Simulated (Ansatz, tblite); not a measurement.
Forces on Zn2Br3 at its PBE-D4/def2-SVP geometry. Total charge 0; doublet.

The xTB rows come from tblite. Another isomer (doublet) lies 0.65 eV lower at PBE0-D4/def2-TZVP; other spin states weren't run for this one.

GFN1-xTB (tblite), largest force 0.60 eV/Å:

```xyz
5
positions Å, forces eV/Å
Zn    0.380   -0.134   -0.929    0.046    0.055   -0.087
Zn   -0.611    0.185    1.481   -0.131    0.242    0.367
Br    1.581   -1.310    0.783    0.485   -0.344    0.107
Br    0.523    2.172   -0.638    0.070    0.282   -0.088
Br   -1.874   -0.914   -0.697   -0.469   -0.234   -0.298
```

GFN2-xTB (tblite), largest force 0.74 eV/Å:

```
Zn 0.290 -0.034 -0.682
Zn -0.132 0.323 0.385
Br 0.278 -0.241 0.197
Br -0.063 0.115 0.178
Br -0.373 -0.164 -0.077
```

PBE-D4/def2-TZVP (Ansatz), largest force 0.16 eV/Å:

```
Zn 0.039 -0.021 -0.090
Zn -0.064 -0.019 0.145
Br 0.038 -0.015 0.011
Br 0.026 0.062 -0.045
Br -0.039 -0.007 -0.020
```
